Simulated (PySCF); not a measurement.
## Ge (germanium, neutral) across methods

[Ar] 3d10 4s1 4p2 4d1, one real determinant (an excited configuration). Calculation: PySCF 2.14, in x2c-TZVPPall with one added diffuse shell each of s, p, d type (7s6p5d1f, 57 functions); the spin-free X2C one-electron Hamiltonian (Gaussian nucleus).

| method | E (hartree) | mean ε 4s α (eV) | mean ε 4p α (eV) | mean ε 4d α (eV) | Σ⟨r²⟩ (bohr²) | ⟨S²⟩ |
| --- | --- | --- | --- | --- | --- | --- |
| BLYP | -2098.332 | -16.250 | -7.433 | -0.059 | 62.09 | 6.001 |
| r2SCAN | -2098.230 | -17.150 | -8.159 | -0.143 | 61.71 | 6.002 |
| B3LYP | -2098.285 | -17.760 | -8.535 | -0.438 | 61.96 | 6.001 |
| PBE | -2097.953 | -16.469 | -7.734 | -0.234 | 61.66 | 6.001 |
| UHF | -2096.63995 | -22.579 | -11.969 | -1.241 | 62.98 | 6.002 |
| PBE0 | -2097.989 | -18.148 | -8.908 | -0.554 | 61.78 | 6.001 |
| r2SCAN0 | -2098.202 | -18.632 | -9.193 | -0.462 | 61.73 | 6.002 |
| LDA | -2094.940 | -16.641 | -7.780 | -0.180 | 60.99 | 6.001 |
| PBEsol | -2096.388 | -16.495 | -7.723 | -0.190 | 61.39 | 6.001 |

⟨L²⟩ = 7.94 against 12 for a pure F term, so this real determinant mixes terms. The outer electron is Rydberg-like, and this basis confines it to a smaller radius and binds it less than a complete one would.
